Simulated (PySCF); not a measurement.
Electron correlation in Te (tellurium, neutral)

[Kr] 4d10 5s1 5p4 5d1, one real determinant (an excited configuration). Calculation: PySCF 2.14, in aug-cc-pwCVTZ-PP with ECP28MDF (8s7p6d4f1g, 96 functions); a scalar-relativistic core potential. Frozen: 4s2 4p6 4d10; 6 electrons correlated.

```csv
level,correlation energy (mhartree)
CCSD,-108.80
(T),-10.69
CCSD(T),-119.49
```

Diagnostics: T1 = 0.020, D1 = 0.0543, largest double amplitude 0.214.

The real determinant used has ⟨L²⟩ near 8 against 12 for a pure F term, so it mixes terms. The outer electron is Rydberg-like, and this basis confines it to a smaller radius and binds it less than a complete one would. A double-excitation amplitude exceeds 0.15, a sign of near-degeneracy.

Cost of the coupled-cluster step: roughly 17 core-seconds, for 6 correlated electrons.

The reference is one real determinant that mixes LS terms of this configuration.
